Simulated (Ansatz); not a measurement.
Ansatz results at the PBE0-D4/def2-TZVP geometry: HOMO energy (PBE0/def2-TZVPP) -7.59 eV; LUMO energy (ωB97M-V/def2-TZVPP) 2.00 eV; LUMO energy (B3LYP/def2-TZVPP) -0.42 eV.

(1) Which molecule gave them?
A. `ClC(Cl)=CBr`
B. `BrCBr`
C. `C=C(F)Br`
D. `FC(F)Cl`

Answers

(1) C. The others give `FC(F)Cl`: -9.60, 2.61, 0.11; `BrCBr`: -8.17, 1.13, -1.22; `ClC(Cl)=CBr`: -7.28, 1.25, -1.08.

B3LYP here is the variant with VWN-RPA as its local correlation; programs differ in this.
